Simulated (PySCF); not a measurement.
Relaxing a trial structure of CH3FSi2

The starting geometry of this gas-phase singlet was optimised with GFN2-xTB; its bonds are those of `F[SiH2]C=[Si]`.

```xyz
7

C     0.4345   -0.9451   -0.4736
F     2.6267   -1.7878    1.0697
Si    1.0842   -1.3160    1.2245
Si   -1.1806   -0.3675   -0.9102
H     0.4512   -2.4494    1.9078
H     1.1681   -0.1626    2.1266
H     1.1566   -1.1126   -1.2675
```

**Question.** Predict what it relaxes into with PBE0-D3(BJ)/def2-SVP.

**Answer.** A new bond forms, giving a structure with H6 bridging Si3 and Si4, given below by its coordinates. Distances that change by over a tenth: Si4–H6 (3.84 → 1.83 Å). Contacts that close: Si3–Si4 (3.25 → 2.51 Å).

The energy falls by 0.45 eV over 28 steps:

| step | E − E(last) (eV) |
| --- | --- |
| 1 | 0.449 |
| 4 | 0.324 |
| 7 | 0.322 |
| 10 | 0.303 |
| 13 | 0.226 |
| 16 | 0.147 |
| 19 | 0.070 |
| 22 | 0.013 |
| 25 | 0.000 |
| 28 | 0.000 |

Final geometry (Å):

```xyz
7

C     0.6393   -1.3507   -0.4759
F     2.6161   -1.5166    1.7163
Si    1.0831   -1.6861    1.2038
Si   -0.1325    0.1578    0.0021
H     0.5188   -2.7682    2.0451
H     0.3225   -0.3657    1.6957
H     0.7875   -1.8350   -1.4407
```

No frequencies were run, so the end isn't proven a minimum. Run with PySCF 2.14.0, 2 min on 2 threads of Arm Neoverse V2 (shared host).
